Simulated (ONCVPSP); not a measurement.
# Before and after: ONCV potential for iridium (Ir)

- Element: Ir
- Generator: ONCVPSP 4.0.1
- Type: optimised norm-conserving Vanderbilt (ONCV)
- Functional: LDA (Perdew-Wang 92)
- Relativity: scalar-relativistic
- Frozen core: [Xe] 4f14
- Valence charge: 9
- Reference configuration: 5d7.5 6s1.5
- Partial waves: 6s: rc 2.10 bohr, ncon 3, nbas 6, qcut 2.7 1/bohr, 2 projectors, debl 3.1 Ha; p scattering state at 0.37 Ha: rc 2.30 bohr, ncon 5, nbas 8, qcut 3 1/bohr, 2 projectors, debl 2.4 Ha; 5d: rc 1.50 bohr, ncon 3, nbas 8, qcut 7.1 1/bohr, 3 projectors, debl 3.9 Ha
- Local potential: polynomial inside 1.35 bohr (lpopt 4, dvloc0 4 Ha)
- Core correction: polynomial model core, fcfact 0.2

All-electron outer shells of the reference configuration (LDA (PZ), scalar-relativistic, ld1.x):

```tsv
shell	level (eV)	outermost node (bohr)	outermost maximum (bohr)
5p	-53.70	0.54	1.01
5d	-6.47	0.59	1.31
6s	-6.21	1.17	2.41
```

Change: core correction polynomial model core, fcfact 0.58.

Cutoffs: the cutoffs (Ha) at which the residual kinetic energy of the hardest occupied pseudo-wave falls to 1 and 0.1 mHa per electron; they do not see the model core or the augmentation charge, which bear on the density cutoff. Errors are all-electron minus pseudo energies relative to the spin-unpolarised reference configuration.

Task: How do hardness, ghosts and transferability respond?

Result: The potential gets neither clearly harder nor softer (18 Ha and 21 Ha → 18 Ha and 21 Ha); the errors of the 4 common tests hardly move; neither file shows a bound ghost. A model core, the more so a compact one, raises the density cutoff, which this test does not measure.

| quantity | base | changed |
| --- | --- | --- |
| cutoff, loose | 18 Ha | 18 Ha |
| cutoff, tight | 21 Ha | 21 Ha |
| bound ghosts | none | none |
| GHOST(+) flags under 300 eV | s at 50.1 eV, p at 86.9 eV | s at 50.1 eV, p at 86.9 eV |
| error for 5d7 6s2, meV [ΔE 0.26 eV] | -10 | -11 |
| error for 5d7 6s1, meV [ΔE 10.44 eV] | -5.3 | -5.5 |
| error for 5d7 6s0, meV [ΔE 28.28 eV] | -25 | -26 |
| error for 5d5 6s0, meV [ΔE 103.01 eV] | -395 | -427 |
| s: phases at 2.13 bohr within 0.05 rad from the reference energy up to (Ha; the scan ends near 5) | 1.8 | 1.8 |
| p: phases at 2.33 bohr within 0.05 rad from the reference energy up to (Ha; the scan ends near 5) | 3.1 | 3.1 |
| d: phases at 1.52 bohr within 0.05 rad from the reference energy up to (Ha; the scan ends near 5) | to the end of the scan | to the end of the scan |
| rms error of d²Exc/dni dnj with the model core, mHa | 1.67 | 0.57 |

Base: The cutoffs count occupied waves only; projector 2 of the p channel, the hardest unoccupied one, needs 49 Ha at the loose tolerance. Changed file: The cutoffs count occupied waves only; projector 2 of the p channel, the hardest unoccupied one, needs 49 Ha at the loose tolerance.
